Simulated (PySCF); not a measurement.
Ge(H)3(Et) (C2H8Ge), SMILES [GeH3][CH2]C.

Coordinates come from a B3LYP-D3(BJ)/def2-SVP optimisation.

Method: B3LYP-D3(BJ)/def2-SVP run with PySCF.

Frequencies are harmonic and unscaled.

```tsv
mode	ν (cm⁻¹)	IR (km/mol)	moving atoms (share of kinetic energy)
1	116	0.0	H 90 %, C 10 %
2	220	0.3	C 53 %, H 36 %, Ge 12 %
3	225	0.2	H 93 %
4	487	12.5	H 98 %
5	514	16.8	H 56 %, C 30 %, Ge 13 %
6	611	31.1	H 52 %, C 39 %, Ge 9 %
7	740	38.5	H 82 %, C 16 %
8	837	171.7	H 97 %
9	887	31.4	H 99 %
10	890	37.4	H 99 %
11	979	1.9	H 70 %, C 30 %
12	984	5.3	H 86 %, C 14 %
13	1052	7.5	C 63 %, H 37 %
14	1246	3.1	H 66 %, C 34 %
15	1250	1.6	H 79 %, C 21 %
16	1400	1.9	H 81 %, C 19 %
17	1441	1.7	H 91 %, C 9 %
18	1475	2.6	H 96 %
19	1477	6.8	H 97 %
20	2114	76.3	H 99 %
21	2116	144.1	H 98 %
22	2121	151.0	H 99 %
23	3020	33.7	H 97 %
24	3041	12.2	H 95 %
25	3085	0.2	H 90 %, C 10 %
26	3094	26.0	H 91 %, C 9 %
27	3107	31.1	H 90 %, C 10 %
```
